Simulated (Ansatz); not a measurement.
Species: ZnCl (charge +1, singlet). SMILES: [Zn+][Cl]

Atoms: Zn1, Cl2. Bonds: Zn1-Cl2.

Bond lengths (Å) and angles (degrees) optimised at HF/STO-3G with Ansatz (a first-principles code); HF/6-31G* with LANL2DZ past Ar with Ansatz; PBE/6-31G* with LANL2DZ past Ar with Ansatz; B3LYP/LANL2DZ with Ansatz, each started from the B3LYP-D3(BJ)/def2-TZVP structure (Ansatz) of the last column. A row stands for all coordinates that are equal there. 6-31G* holds six Cartesian d functions.

```csv
coordinate,HF/STO-3G,HF/6-31G* with LANL2DZ past Ar,PBE/6-31G* with LANL2DZ past Ar,B3LYP/LANL2DZ,B3LYP-D3(BJ)/def2-TZVP
Zn1-Cl2,2.029,2.092,2.118,2.158,2.073
```

Mean signed difference of all 1 bond lengths from B3LYP-D3(BJ)/def2-TZVP: HF/STO-3G -0.044 Å, HF/6-31G* with LANL2DZ past Ar 0.019 Å, PBE/6-31G* with LANL2DZ past Ar 0.045 Å, B3LYP/LANL2DZ 0.085 Å.
